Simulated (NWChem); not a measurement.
System: C₂H₄BNO; SMILES CBN=C=O

NWChem input:

```
start job
memory heap 200 mb stack 900 mb global 1100 mb
geometry units angstroms noautosym nocenter noautoz
  B     -0.895523     0.448298    -0.721299
  H     -1.738307    -0.236999    -1.229547
  C     -0.872505     1.998090    -0.944976
  H     -0.820515     2.217594    -2.021482
  H     -0.054244     2.519949    -0.439916
  H     -1.826382     2.433468    -0.612121
  N      0.072249    -0.206467     0.087736
  C      0.668950    -1.080472     0.660553
  O      1.301899    -1.880624     1.248242
end
basis spherical
  * library 6-31g*
end
dft
  xc hfexch
  iterations 150
end
property
  efieldgrad
end
task dft property
```

All runs use the structure optimised with B3LYP/6-31G* (spherical d).

Vzz is the largest principal value of the second derivative of the potential at the nucleus (NWChem prints the opposite sign); η is the asymmetry. Non-relativistic.

Atoms are numbered as in the input.

Task: Give the results of this calculation. (Hartree-Fock/6-31G* (spherical d).) Quantities: Vzz B1 (a.u.); η B1; Vzz N7 (a.u.); η N7; Vzz O9 (a.u.); η O9.

Result: 
```
Property       Value
-------------  -----
Vzz B1 (a.u.)  0.484
η B1            0.46
Vzz N7 (a.u.)  0.455
η N7            0.25
Vzz O9 (a.u.)  0.915
η O9            0.39
```
